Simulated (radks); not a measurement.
The manganese anion Mn- inside a hard spherical wall (all orbitals vanish at R), configuration held at [Ar] 3d6 4s2 and not refilled when levels cross. Method: scalar-relativistic Kohn-Sham, PBEsol, spin-unpolarised, spherical densities, finite nucleus; Fermi nuclear charge, rms radius 3.7057 fm; computed with a radial shooting solver on a logarithmic mesh with Libxc functionals. Eigenvalues in eV, with the zero of energy where the potential of the charges vanishes at infinity; a dash marks a level that is unbound or too diffuse for the functional's potential to be trusted. A positive occupied level is held by the wall or, in an anion where self-interaction has pushed it up, behind a barrier. The pressure on the wall is -dE/dV.

R (bohr)  E (hartree)  kinetic (hartree)    e(3s)    e(3p)   e(4s)   e(3d)  e(5s, empty)  e(4p, empty)  pressure (GPa)
20        -1157.23138           1169.827  -76.176  -45.122   0.724   1.912         2.174         2.216        0.000353
15        -1157.23075           1169.829  -76.036  -44.982   0.815   2.043         3.109         2.781         0.00286
7         -1157.18068           1170.026  -73.879  -42.824   2.621   4.105        12.841         6.128            1.76
6         -1157.12283           1170.227  -72.465  -41.417   3.946   5.425        18.625         8.055            5.65
3.5       -1156.06604           1173.392  -60.291  -29.494  19.521  16.905        75.248        28.004             260
3         -1155.06044           1176.281  -53.507  -22.904  31.729  23.774        113.46        42.544             752
2.5       -1152.75614           1182.993  -42.347  -11.900  57.040  35.945        184.52        71.239            2650
